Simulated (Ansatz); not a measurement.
`[SiH3][O][GeH3]` + `[SiH3]S` → `[SiH3][S][GeH3]` + `O[SiH3]` at 298.15 K and 1 bar (ligand exchange at a Ge–O bond).

Isolated molecules relaxed with PBE0-D4/def2-TZVP in Ansatz; ΔE leaves out vibrations. CCSD(T)/CBS adds triple-zeta CCSD(T) − MP2 to the extrapolated MP2 energy (def2 sets, frozen cores). For Ge outer-core shells are correlated without core-valence functions, which leaves a few kJ/mol of doubt a bond. Scalar relativity is left out up to krypton.

```json
{"species": "`[SiH3][O][GeH3]`", "CCSD(T)/CBS energy (Eh)": "-2444.01593", "H − E (kJ/mol)": "157.4", "S (J/(mol·K))": "344.6"}
{"species": "`[SiH3]S`", "CCSD(T)/CBS energy (Eh)": "-689.27336", "H − E (kJ/mol)": "102.7", "S (J/(mol·K))": "272.7"}
{"species": "`[SiH3][S][GeH3]`", "CCSD(T)/CBS energy (Eh)": "-2766.60510", "H − E (kJ/mol)": "152.3", "S (J/(mol·K))": "352.5"}
{"species": "`O[SiH3]`", "CCSD(T)/CBS energy (Eh)": "-366.69042", "H − E (kJ/mol)": "113.6", "S (J/(mol·K))": "257.8"}
```

H − E and S are ideal-gas, rigid-rotor, harmonic terms from PBE0-D4/def2-TZVP. 1 Eh = 2625.50 kJ/mol, R = 8.31446 J/(mol·K).

**Question.** By hand: ΔE, ΔH, ΔS and ΔG.

**Answer.** ΔE = (-2766.60510) + (-366.69042) − (-2444.01593) − (-689.27336) = -0.00623 Eh = -16.4 kJ/mol. Δ(H − E) = 152.3 + 113.6 − 157.4 − 102.7 = 5.8, so ΔH = -10.6 kJ/mol. ΔS = 352.5 + 257.8 − 344.6 − 272.7 = -7.0 J/(mol·K). ΔG = -10.6 − 298.15 × (-7.0)/1000 = -8.5 kJ/mol.

**Question.** By hand: the equilibrium constant, and the temperature at which ΔG would vanish if ΔH and ΔS stayed fixed.

**Answer.** log₁₀ K = −ΔG/(RT ln 10) = 1.5. ΔG = 0 at ΔH/ΔS = 1514 K, though so small a ΔS makes that figure unsure.

The number of gas molecules stays the same, so ΔS is small and ΔH decides. A doubt of 5 kJ/mol in ΔE shifts log₁₀ K by 0.9 here. Modes under 60 cm⁻¹, often nearly free rotors, make the harmonic entropy too high. These are equilibria of isolated gas molecules and say nothing of rates. Largest T1 diagnostic: 0.012 (customary marks: 0.02 for closed shells, 0.045 for open ones).
